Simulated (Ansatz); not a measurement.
Stepwise reaction of `C[O][Al]([NH2])[O]C` with hydrogen, as a gas-phase model of exchange steps in deposition or etching. ΔE in kJ/mol.

Isolated molecules relaxed with PBE0-D4/def2-TZVP in Ansatz; ΔE leaves out vibrations. CCSD(T)/CBS adds triple-zeta CCSD(T) − MP2 to the extrapolated MP2 energy (def2 sets, frozen cores). This one scheme is used for every species. DFT in def2-TZVPP. B3LYP here is the variant with VWN-RPA as its local correlation; programs differ in this. Each species was taken in one conformer, which may not be the lowest.

| step | reaction | PBE-D4 | B3LYP-D4 | ωB97M-V | CCSD(T)/CBS |
| --- | --- | --- | --- | --- | --- |
| 1 | `C[O][Al]([NH2])[O]C` + H₂ → `C[O][AlH][NH2]` + CH₃OH | 99.2 | 109.3 | 104.1 | 106.8 |
| 2 | `C[O][AlH][NH2]` + H₂ → `[NH2][AlH2]` + CH₃OH | 107.4 | 115.4 | 111.9 | 113.8 |

Question: By hand: ΔE of the 2 steps together at CCSD(T)/CBS.

Answer: (106.8) + (113.8) = 220.6 kJ/mol, or 110.3 kJ/mol a step.

In ΔE each step is higher than the one before. All are uphill at CCSD(T)/CBS. PBE-D4 differs from CCSD(T)/CBS by -7.6 to -6.4 kJ/mol a step. Isolated molecules leave out the surface, adducts and barriers. Largest T1 diagnostic: 0.011.
